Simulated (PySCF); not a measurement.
Computed properties of BH5N, SMILES B[NH3+], charge +1

BH₅N, SMILES B[NH3+], charge +1. Geometry: ωB97X-D3(BJ)/def2-TZVP. The isomer is the one that the SMILES or the coordinates give; other isomers of the formula were not compared. The values are those of a single conformer. All values are computed for the isolated molecule unless a solvent is named; none is compared with measurement here.

**Structure.** The optimised structure has Cs symmetry. All 15 harmonic modes at ωB97X-D3(BJ)/def2-TZVP (PySCF) are real, so it is a minimum.

**Vibrations.** The strongest infrared lines (harmonic, unscaled, degenerate partners summed) lie at 1469 cm⁻¹ (198 km/mol, H 83 %, N 17 %), 3504 cm⁻¹ (137 km/mol, H 92 %, N 8 %), 3464 cm⁻¹ (127 km/mol, H 93 %). The softest mode is at 39 cm⁻¹ and the zero-point energy is 37.9 kcal/mol.

**Electronic structure.** PBE0/def2-TZVPD (PySCF) places the frontier levels at -16.22 and -7.84 eV, a gap of 8.38 eV and a mean polarisability of 20.2 bohr³. PBE/def2-TZVPD (PySCF) at the same geometry gives -14.72 and -9.02 eV, so its gap is 2.68 eV narrower. An orbital gap is neither the optical nor the fundamental gap.

**Excitations.** TDDFT-PBE0/def2-TZVPD (PySCF) has S1 at 6.17 eV (201 nm, f = 0.000, dark); the most intense of the 10 singlets computed lies at 11.91 eV (f = 0.16). T1 (TDA) is at 5.24 eV. TDDFT-PBE/def2-TZVPD (PySCF) puts S1 at 5.89 eV. No vertical singlet excitation falls in the visible range (under 3.1 eV).

**NMR.** GIAO shifts at PBE0/pcSseg-2 (PySCF) (non-relativistic, atoms alike by connectivity averaged): ¹H from 5.4 to 7.0 ppm against TMS; ¹¹B at 70.2 ppm against BF3.
